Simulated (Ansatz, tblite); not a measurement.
Forces on the cluster Rb₄Br₃ at its PBE-D4/def2-SVP geometry. Charge 0, multiplicity 2.

In the def2 sets Rb takes a core potential; there is no spin–orbit coupling. The xTB rows come from tblite. Another isomer (doublet) lies 0.42 eV lower at PBE0-D4/def2-TZVP; other spin states weren't run for this one.

GFN1-xTB (tblite), largest force 0.52 eV/Å:

```xyz
7
positions Å, forces eV/Å
Rb   -2.904   -0.507   -0.438    0.308    0.219    0.042
Rb   -4.272    3.857   -0.700    0.359   -0.371    0.060
Rb    2.791   -3.553    0.501   -0.134    0.353   -0.029
Rb    1.532    0.802    0.177   -0.163   -0.326   -0.009
Br    4.325   -0.798    0.731   -0.174   -0.015   -0.033
Br   -0.119   -2.216   -0.069   -0.010    0.086    0.000
Br   -1.353    2.415   -0.203   -0.186    0.053   -0.031
```

GFN2-xTB (tblite), largest force 0.33 eV/Å:

```
Rb -0.197 0.057 -0.035
Rb 0.010 -0.255 0.004
Rb 0.006 0.085 -0.003
Rb 0.003 0.016 0.010
Br -0.234 -0.049 -0.044
Br 0.096 0.068 0.023
Br 0.316 0.079 0.044
```

PBE-D4/def2-TZVP (Ansatz), largest force 0.06 eV/Å:

```
Rb -0.047 0.007 -0.007
Rb -0.026 0.000 -0.004
Rb -0.004 -0.026 0.000
Rb 0.001 0.005 0.000
Br 0.053 0.009 0.009
Br 0.005 -0.017 -0.001
Br 0.018 0.023 0.003
```
